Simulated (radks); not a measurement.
Values are calculated unless marked as measured or tabulated.
Task: Rh+, 44 electrons, occupied as [Kr] 4d7 7f1 (not the ground configuration). Code: a radial shooting solver on a logarithmic mesh with Libxc functionals. Model: Dirac Kohn-Sham, PBE, spin-unpolarised, spherical densities, point nucleus; open shells fill j = l - 1/2 first. Some entries of the table are withheld. Estimate them.

| orbital | occ. | eigenvalue (hartree) | r(max) (bohr) | <r^2> (bohr^2) |
|---|---|---|---|---|
| 1s1/2 | 2 | -846.9312 | 0.02117 | 0.001438 |
| 2s1/2 | 2 | -123.3771 | 0.1199 | 0.02368 |
| 2p1/2 | 2 | -114.2819 | (1) | 0.01777 |
| 2p3/2 | 4 | -108.9673 | (2) | 0.01911 |
| 3s1/2 | 2 | -22.64543 | 0.3516 | 0.1746 |
| 3p1/2 | 2 | (3) | 0.3383 | 0.1707 |
| 3p3/2 | 4 | (4) | 0.3479 | 0.1802 |
| 3d3/2 | 4 | -11.87311 | (5) | 0.1623 |
| 3d5/2 | 6 | -11.69279 | (6) | 0.1652 |
| 4s1/2 | 2 | -3.75058 | 0.8813 | 1.083 |
| 4p1/2 | 2 | (7) | 0.9270 | 1.274 |
| 4p3/2 | 4 | (8) | 0.9515 | 1.347 |
| 4d3/2 | 4 | -0.90734 | 1.124 | (9) |
| 4d5/2 | 3 | -0.89100 | 1.135 | (10) |
| 7f5/2 | 1 | (11) | 35.73 | 1065 |
| 7f7/2 | 0 | (12) | 35.74 | 1065 |

Result: 
(1) 2p1/2 r(max) (bohr): 0.09294
(2) 2p3/2 r(max) (bohr): 0.09702
(3) 3p1/2 eigenvalue (hartree): -19.08639
(4) 3p3/2 eigenvalue (hartree): -18.17205
(5) 3d3/2 r(max) (bohr): 0.2898
(6) 3d5/2 r(max) (bohr): 0.2926
(7) 4p1/2 eigenvalue (hartree): -2.66727
(8) 4p3/2 eigenvalue (hartree): -2.52264
(9) 4d3/2 <r^2> (bohr^2): 2.472
(10) 4d5/2 <r^2> (bohr^2): 2.529
(11) 7f5/2 eigenvalue (hartree): -0.03755
(12) 7f7/2 eigenvalue (hartree): -0.03755
